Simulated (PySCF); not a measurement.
Species: (H2Ga-mu-AsH2)3.
Z-matrix (Å and degrees, PBE0-D3(BJ)/def2-SVP geometry), rows numbered from 1:
```
Ga
H   1  1.5679
H   1  1.5674  2  125.74
As  1  2.5080  2  107.74  3   127.25
Ga  4  2.5009  1  127.45  2   158.54
H   5  1.5673  4  106.95  1    60.20
H   5  1.5675  4  108.37  1  -161.81
As  5  2.5105  4   97.62  1   -51.11
Ga  8  2.5046  5  126.00  4   -13.42
H   9  1.5694  8  106.16  5   -49.35
H   9  1.5665  8  109.41  5   172.42
As  9  2.5013  8   95.39  5    59.19
H   4  1.5109  1  106.11  2   -74.79
H   4  1.5098  1  107.45  2    28.81
H   8  1.5106  5  107.75  4   114.60
H   8  1.5098  5  107.56  4  -141.34
H  12  1.5106  1  108.58  2   140.89
H  12  1.5098  1  107.72  2    36.28
```

Method used: PySCF 2.14.0, density-fitted response routines, TDDFT B3LYP/def2-SVPD, vertical, gas phase, core orbitals frozen in the response. Relativistic effects, spin–orbit coupling among them, are left out although an element past zinc is present.

Kohn–Sham orbitals with the atoms that hold most of them (Löwdin shares over 4%, at most four atoms; ? is withheld):

```tsv
orbital	ε (eV)	atoms
LUMO+2	-0.83	Ga9 20%, As8 12%, As12 10%, Ga5 9%
LUMO+1	-1.00	Ga5 15%, Ga1 13%, As8 12%, Ga9 11%
LUMO	-1.10	?
HOMO	-7.28	?
HOMO-1	-7.45	As8 19%, Ga9 17%, As12 17%, H11 13%
HOMO-2	-7.69	As4 20%, As12 17%, As8 17%, Ga1 11%
HOMO-3	-8.10	Ga1 13%, Ga5 12%, H3 10%, H6 10%
```

Q: Which atoms hold the HOMO, and with what shares?

A: As4 (bonded to 2 Ga and 2 H) 22%; Ga1 (bonded to 2 As and 2 H) 14%; Ga5 (bonded to 2 As and 2 H) 12%; As12 (bonded to 2 Ga and 2 H) 11%. By element: arsenic 32% or more, gallium 26% or more.

Q: Which atoms hold the LUMO, and with what shares?

A: As8 (bonded to 2 Ga and 2 H) 18%; As12 (bonded to 2 Ga and 2 H) 18%; H18 (bonded to As) 12%; H16 (bonded to As) 11%. By element: arsenic 36% or more, hydrogen 23% or more.

Q: The HOMO–LUMO gap is 6.18 eV. Where does the response calculation put the lowest singlet, and from which orbitals?

A: S1 is at 5.40 eV (f = 0.0010), 0.78 eV below the gap, made of HOMO→LUMO (82%), HOMO→LUMO+1 (11%). Without the coupling terms of the response equations the lowest excitation would equal the gap.

Q: Give energy, strength and leading configuration of S1, S2 and S3, and follow the Löwdin shares of the leading atoms from the occupied to the empty orbital.

A: 
- S1 (5.40 eV, f 0.0010), HOMO→LUMO (82%): As4 22% → at most 12%, Ga1 14% → at most 12%, As8 at most 11% → 18%, As12 11% → 18%
- S2 (5.47 eV, f 0.0033), HOMO→LUMO+1 (79%): As4 22% → at most 12%, Ga1 14% → 13%, Ga5 12% → 15%
- S3 (5.52 eV, f 0.0041), HOMO-1→LUMO (94%): As8 19% → 18%, Ga9 17% → at most 12%, As12 17% → 18%

Hardware: Intel Xeon Platinum 8375C at 2.90 GHz, 2 threads, no GPU, shared host with 64 logical CPUs at a one-minute load of 32. Cost: 2.6 min wall, 5.5 min CPU (with the writing of density and orbital grids), 2.4 GiB resident at most.

One conformer stands for the species.
